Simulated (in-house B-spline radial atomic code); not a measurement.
Successive ionisation energies of gold; each step leads to the configuration of the next row (after the last: [He] 2s2 2p1/2(2) 2p3/2(1)). Dirac energy differences include first-order Breit, QED and recoil terms. NIST's values go from ground level to ground level; the uncertainty of those that are theory runs from under 0.1 % in few-electron ions to several per cent in heavy many-electron ones. Computed with a B-spline radial code for spherical atoms: Dirac-Hartree-Fock, jj configuration that fills j = l - 1/2 first, finite nuclei.

A number in brackets counts the electrons of a j subshell.

```json
{"ion": "Au59+", "configuration": "[Ar] 3d3/2(2)", "ionisation energy (eV)": "6150.7", "tabulated value (eV)": "6156", "tabulated kind": "tabulated theory", "computed minus tabulated (eV)": "-5", "highest orbital": "3d3/2", "largest mean radius (bohr)": "0.17603"}
{"ion": "Au60+", "configuration": "[Ar] 3d3/2(1)", "ionisation energy (eV)": "6305.5", "tabulated value (eV)": "6305", "tabulated kind": "tabulated theory", "computed minus tabulated (eV)": "0", "highest orbital": "3d3/2", "largest mean radius (bohr)": "0.17504"}
{"ion": "Au61+", "configuration": "[Ne] 3s2 3p6", "ionisation energy (eV)": "6723.5", "tabulated value (eV)": "6724", "tabulated kind": "tabulated theory", "computed minus tabulated (eV)": "0", "highest orbital": "3p3/2", "largest mean radius (bohr)": "0.17406"}
{"ion": "Au62+", "configuration": "[Ne] 3s2 3p1/2(2) 3p3/2(3)", "ionisation energy (eV)": "6858.1", "tabulated value (eV)": "6854", "tabulated kind": "tabulated theory", "computed minus tabulated (eV)": "4", "highest orbital": "3p3/2", "largest mean radius (bohr)": "0.17321"}
{"ion": "Au63+", "configuration": "[Ne] 3s2 3p1/2(2) 3p3/2(2)", "ionisation energy (eV)": "6993.5", "tabulated value (eV)": "6997", "tabulated kind": "tabulated theory", "computed minus tabulated (eV)": "-3", "highest orbital": "3p3/2", "largest mean radius (bohr)": "0.17241"}
{"ion": "Au64+", "configuration": "[Ne] 3s2 3p1/2(2) 3p3/2(1)", "ionisation energy (eV)": "7130.0", "tabulated value (eV)": "7130", "tabulated kind": "tabulated theory", "computed minus tabulated (eV)": "0", "highest orbital": "3p3/2", "largest mean radius (bohr)": "0.17163"}
{"ion": "Au65+", "configuration": "[Ne] 3s2 3p1/2(2)", "ionisation energy (eV)": "7755.6", "tabulated value (eV)": "7760", "tabulated kind": "tabulated theory", "computed minus tabulated (eV)": "-4", "highest orbital": "3p1/2", "largest mean radius (bohr)": "0.16935"}
{"ion": "Au66+", "configuration": "[Ne] 3s2 3p1/2(1)", "ionisation energy (eV)": "7909.9", "tabulated value (eV)": "7910", "tabulated kind": "tabulated theory", "computed minus tabulated (eV)": "0", "highest orbital": "3p1/2", "largest mean radius (bohr)": "0.16873"}
{"ion": "Au67+", "configuration": "[Ne] 3s2", "ionisation energy (eV)": "8209.9", "tabulated value (eV)": "8210", "tabulated kind": "tabulated theory", "computed minus tabulated (eV)": "0", "highest orbital": "3s1/2", "largest mean radius (bohr)": "0.16812"}
{"ion": "Au68+", "configuration": "[Ne] 3s1", "ionisation energy (eV)": "8355.4", "tabulated value (eV)": "8360", "tabulated kind": "tabulated theory", "computed minus tabulated (eV)": "-5", "highest orbital": "3s1/2", "largest mean radius (bohr)": "0.16745"}
{"ion": "Au69+", "configuration": "[He] 2s2 2p6", "ionisation energy (eV)": "18041.5", "tabulated value (eV)": "18040", "tabulated kind": "tabulated theory", "computed minus tabulated (eV)": "2", "highest orbital": "2p3/2", "largest mean radius (bohr)": "0.069307"}
{"ion": "Au70+", "configuration": "[He] 2s2 2p1/2(2) 2p3/2(3)", "ionisation energy (eV)": "18409.0", "tabulated value (eV)": "18400", "tabulated kind": "tabulated theory", "computed minus tabulated (eV)": "9", "highest orbital": "2p3/2", "largest mean radius (bohr)": "0.069037"}
{"ion": "Au71+", "configuration": "[He] 2s2 2p1/2(2) 2p3/2(2)", "ionisation energy (eV)": "18779.7", "tabulated value (eV)": "18790", "tabulated kind": "tabulated theory", "computed minus tabulated (eV)": "-10", "highest orbital": "2p3/2", "largest mean radius (bohr)": "0.068768"}
```

(1) Where is the largest jump?

Answers

(1) From Au68+ to Au69+, by a factor of 2.16 (8355.4 to 18042 eV); the highest orbital goes from 3s1/2 to 2p3/2.
